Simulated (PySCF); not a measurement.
## A small calculation by hand: entropy of an ideal gas

Si(F)2(NH2)2 (F2H4N2Si), SMILES N[Si](N)(F)F.

The structure is a stationary point at PBE0-D3(BJ)/def2-SVP. Other conformers were not sampled.

PBE0-D3(BJ)/def2-SVP run with PySCF gives the harmonic wavenumbers 209, 222, 237, 324, 343, 349, 374, 390, 423, 760, 789, 809, 933, 983, 1003, 1531, 1535, 3636, 3638, 3741, 3742 cm⁻¹ and the rotational temperatures 0.1916, 0.1842, 0.1658 K. The molar mass is 98.13 g/mol, the symmetry number 2, the spin multiplicity 1.

### Question
Work out the entropy at 298.15 K and 1 atm in the rigid-rotor, harmonic-oscillator model.

### Answer

Translation (Sackur–Tetrode at 1 atm): S = R[1.5 ln M + 2.5 ln T − 1.16487] = 165.9 J/(mol K).
Rotation: q = (√π/σ) T^1.5/√(θA θB θC) = 59600, S = R[ln q + 3/2] = 103.9 J/(mol K).
Vibration: with u = 1.4388 ν/T, each mode gives R[u/(e^u − 1) − ln(1 − e^−u)]:
| ν (cm⁻¹) | modes | u | S (J/(mol K)) |
|---|---|---|---|
| 209 | 1 | 1.01 | 8.59 |
| 222 | 1 | 1.07 | 8.13 |
| 237 | 1 | 1.14 | 7.64 |
| 324 | 1 | 1.56 | 5.40 |
| 343 | 1 | 1.66 | 5.01 |
| 349 | 1 | 1.68 | 4.90 |
| 374 | 1 | 1.80 | 4.45 |
| 390 | 1 | 1.88 | 4.18 |
| 423 | 1 | 2.04 | 3.69 |
| 760 | 1 | 3.67 | 1.01 |
| 789 | 1 | 3.81 | 0.91 |
| 809 | 1 | 3.90 | 0.84 |
| 933 | 1 | 4.50 | 0.51 |
| 983 | 1 | 4.74 | 0.42 |
| 1003 | 1 | 4.84 | 0.39 |
| 1531 | 1 | 7.39 | 0.04 |
| 1535 | 1 | 7.41 | 0.04 |
The stiffer modes add less than 0.005 each. Sum 56.1 J/(mol K).
Spin: R ln 1 = 0.0 J/(mol K).
Total 326.0 J/(mol K); the program's own thermochemistry gives 326.0. Translation makes up 51 % and vibration 17 %. Anharmonicity, hindered rotation and orbital degeneracy are left out.
